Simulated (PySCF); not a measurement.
GeF3I, SMILES [F][Ge]([F])([I])[F]. The structure is a stationary point at PBE-D3(BJ)/def2-SVP. The def2 effective core potentials stand for the cores of I; spin–orbit coupling is left out.

Calculation: PBE-D3(BJ)/def2-SVP in PySCF.

Harmonic wavenumbers (cm⁻¹): 130, 130, 200, 222, 222, 300, 691, 738, 738. Rotational constants (GHz): 3.450, 0.8758, 0.8758; symmetry number 3.

Problem. Work out the zero-point energy and the ideal-gas rigid-rotor harmonic-oscillator thermochemistry at 298.15 K and 1 atm.

Solution. ZPE = ½ Σ hcν = ½ × 3372 cm⁻¹ = 4.82 kcal/mol. H − E(el) = 9.51 kcal/mol. Entropy in cal/(mol K): translation 42.53, rotation 27.00, vibration 14.17, total 83.70. G − E(el) = -15.44 kcal/mol. Cp = 21.29 cal/(mol K). Modes under 150 cm⁻¹ make the vibrational entropy uncertain.
